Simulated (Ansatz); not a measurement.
Consider the ligand exchange at the In–Cl bond: `C[N](C)[In]([Cl])[N](C)C` + H₂S → `C[N](C)[In]([SH])[N](C)C` + HCl.

Computed with Ansatz on PBE0-D4/def2-TZVP structures; ΔE is electronic, products minus reactants. CCSD(T)/CBS is the MP2 limit (def2-TZVPP, def2-QZVPP) plus CCSD(T) − MP2 in def2-TZVPP, frozen cores. This one scheme is used for every species. def2 core potentials past Kr. For In outer-core shells are correlated without core-valence functions, which leaves a few kJ/mol of doubt a bond. One conformer a species, not always the lowest.

`C[N](C)[In]([Cl])[N](C)C`:

Z-matrix (Å, degrees):
```
C
N 1 1.440
H 1 1.100 2 110.8
H 1 1.101 2 112.2 3 119.7
H 1 1.092 2 111.1 3 -119.6
In 2 1.998 1 121.4 3 132.6
C 2 1.439 1 113.1 3 -60.6
Cl 6 2.338 2 114.1 1 -9.1
N 6 1.998 2 131.2 1 179.7
H 7 1.092 2 111.6 1 178.4
H 7 1.102 2 112.5 1 -60.6
H 7 1.100 2 110.8 1 59.1
C 9 1.441 6 121.3 2 -179.6
C 9 1.439 6 124.0 2 -15.0
H 13 1.101 9 112.2 6 107.0
H 13 1.100 9 110.7 6 -133.3
H 13 1.092 9 111.1 6 -13.7
H 14 1.102 9 112.5 6 -105.1
H 14 1.100 9 110.8 6 135.3
H 14 1.092 9 111.6 6 16.0
```

H₂S:

Cartesian coordinates in Å:
```
S -0.376 -0.375 0.319
H 0.627 0.447 0.662
H -0.251 -0.072 -0.982
```

`C[N](C)[In]([SH])[N](C)C`:

Cartesian coordinates in Å:
```
C -0.198 -1.126 2.920
N 0.269 -0.438 1.746
C 1.511 0.251 1.959
In -0.849 -0.312 0.084
S -3.083 -1.136 0.242
N -0.165 0.390 -1.669
C -1.034 0.729 -2.762
C 1.217 0.673 -1.946
H 0.526 -1.884 3.257
H -1.142 -1.642 2.730
H -0.360 -0.437 3.765
H 1.823 0.801 1.069
H 2.324 -0.446 2.219
H 1.439 0.980 2.782
H -3.266 -1.128 -1.089
H -0.977 1.799 -3.018
H -0.780 0.167 -3.674
H -2.078 0.511 -2.522
H 1.557 0.152 -2.855
H 1.865 0.347 -1.130
H 1.400 1.748 -2.108
```

HCl:

```xyz
2

Cl   -0.053   -0.220    0.598
H     0.053    0.220   -0.598
```

| species | CCSD(T)/CBS(def2) energy (Eh) |
| --- | --- |
| `C[N](C)[In]([Cl])[N](C)C` | -918.46880 |
| H₂S | -398.97279 |
| `C[N](C)[In]([SH])[N](C)C` | -857.04720 |
| HCl | -460.38127 |

Question: Work out ΔE.

Answer: ΔE = (-857.04720) + (-460.38127) − (-918.46880) − (-398.97279) = 0.01312 Eh = +34.4 kJ/mol.

Largest T1 diagnostic among the species: 0.014.

At CCSD(T), def2-SVP lies +4.7 kJ/mol from the extrapolated value and def2-TZVPP −1.7 kJ/mol. From BLYP to BHLYP (50 % exact exchange), in def2-TZVPP and without D4, ΔE moves by +3.4 kJ/mol.
